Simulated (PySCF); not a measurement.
C₄H₆F₂, SMILES F[C@H]1CC[C@@H]1F.

Geometry: PBE0-D3(BJ)/def2-SVP. The structure was generated by enumeration; whether it is a known compound was not checked.

All values below come from PySCF with PBE0/def2-TZVP.

Symmetry labels are those of the subgroup C2 that the program uses (full group C2).

Computed valence orbital energies around the gap with their symmetry:
```tsv
orbital	symmetry	energy (eV)
HOMO−7	B	-12.60
HOMO−6	B	-12.35
HOMO−5	A	-11.39
HOMO−4	B	-11.26
HOMO−3	A	-10.41
HOMO−2	A	-9.46
HOMO−1	B	-9.21
HOMO	A	-8.79
LUMO	B	1.14
LUMO+1	A	1.23
LUMO+2	B	2.05
LUMO+3	A	2.36
```
